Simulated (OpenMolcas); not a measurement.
Dy2+ among 6 point charges of -0.75 e arranged as a tetragonal octahedron (D4h), 2.23 Å from the ion, with the axial distance 2.297 Å.

| Property | Result |
| --- | --- |
| Program | OpenMolcas 26.06 |
| Method | CASSCF |
| Basis | ANO-RCC-VDZP [7s6p4d2f1g] |
| Scalar Hamiltonian | DKH2, point nucleus |
| Active space | 10 electrons in 7 orbitals (4f) |
| State averaging | 2S+1 = 5 even, 35 roots (33 in the spin-orbit step); 2S+1 = 3 even, 106 roots kept (CI in the orbitals of an earlier block); 2S+1 = 1 even, 31 roots kept (CI in the orbitals of an earlier block) |
| Spin-orbit coupling | RASSI with atomic mean-field integrals over the reference wave functions |

Problem. What is the spin-free ground state (labels of D4, the rotations of D4h)?

Solution. 5B1, 1-fold in its orbital part, 100 % from free-ion I terms; it has the highest spin that f10 allows.

Problem. Where is the first state of the same spin?

Solution. 5E at 6.77 cm-1 above the ground state.

Problem. What are the lowest two levels with spin-orbit coupling?

Solution. A 1-fold level B1, then a 2-fold level E 1.1 cm-1 above it. Their leading multiplicities are 5 (95 %) and 5 (95 %).

Problem. What is χT at 300 K, and how does it compare with the textbook value?

Solution. Hund's rules give f10 the level 5I8 with g = 1.250, so an isolated free-ion multiplet has χT = g² J(J+1) / 8 = 14.062 cm3 K/mol. The computed 13.928 at 300 K differs by -1 %, through the field's splitting, the mixing of terms and any other multiplet in reach.

High states are left out of the spin-orbit mixing, which shifts the levels that they would mix with. Point charges carry no covalency, so the field is a model and not that of real ligands. The first state left out of the spin-orbit step lies near 42000 cm-1 above the lowest spin-free state of the reference (among the parities and spins computed), and the lists stop at four fifths of that energy or lower. No measured value stands beside these numbers.
